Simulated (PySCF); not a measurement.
C2H4N2OSi, SMILES O[SiH]1N=CC=N1. Coordinates come from a r2SCAN-D4/def2-SVP optimisation. This is a generated structure with no PubChem entry under its InChIKey; it may be hypothetical. The values are those of a single conformer.

### Question
Give the equilibrium geometry at r2SCAN-D4/def2-SVP (PySCF confirms it by a frequency run) as a Z-matrix, and its point group. (An estimate is asked for; the answer gives what the named calculation found.)

### Answer
One answer among several that fit: point group Cs.
```
Si
O 1 1.6477
H 2 0.9644 1 118.24
H 1 1.4777 2 106.88 3 180.00
N 1 1.7963 4 111.56 2 126.21
C 5 1.2779 1 104.25 4 113.50
H 6 1.1067 5 122.55 1 -177.76
C 6 1.5328 7 120.38 5 179.90
N 8 1.2779 6 117.07 7 -179.90
H 8 1.1067 9 122.55 1 177.76
```
Charge 0, spin multiplicity 1.
